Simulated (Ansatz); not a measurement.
Molecule: sum formula H7BSi2O3, charge 0, multiplicity 1. 
Geometry from a B3LYP-D3(BJ)/def2-TZVP (Ansatz, a program for electronic structure) optimisation:
```
O
B 1 1.3656
O 2 1.3674 1 120.16
O 2 1.3682 1 119.14 3 -180.00
H 4 0.9621 2 112.88 1 -180.00
Si 1 1.6560 2 132.32 3 180.00
Si 3 1.6579 2 129.60 1 0.00
H 6 1.4770 1 106.37 2 180.00
H 7 1.4771 3 106.35 2 -180.00
H 6 1.4790 8 109.87 1 -119.52
H 6 1.4790 8 109.87 10 -120.96
H 7 1.4793 9 109.84 3 -119.60
H 7 1.4793 9 109.84 12 -120.79
```
Charge 0, spin multiplicity 1.

Property: atomisation energy (electronic, to ground-state atoms), in eV. Cores are frozen in the correlated levels unless marked. UHF or UKS for open shells. Spin-orbit coupling is left out. No relativistic terms. The coupled-cluster limit lacks core correlation, which all-electron functionals hold. Basis-set limits of correlation are two-point, X^-3; Hartree-Fock from the larger set.

| level | program | atomisation energy (eV) |
|---|---|---|
| PBE-D4/def2-TZVPD | Ansatz + dftd4 | ? |
| BLYP-D4/def2-TZVPD | Ansatz + dftd4 | ? |
| CAM-B3LYP-D3(BJ)/def2-TZVPD | Ansatz + dftd3 | 52.12 |
| CCSD(T)/CBS(cc-pV(T+d)Z,cc-pV(Q+d)Z) | Ansatz | 52.02 |

Q: What belongs in the gaps?

A: 
- PBE-D4/def2-TZVPD, atomisation energy (eV): 51.83
- BLYP-D4/def2-TZVPD, atomisation energy (eV): 51.48
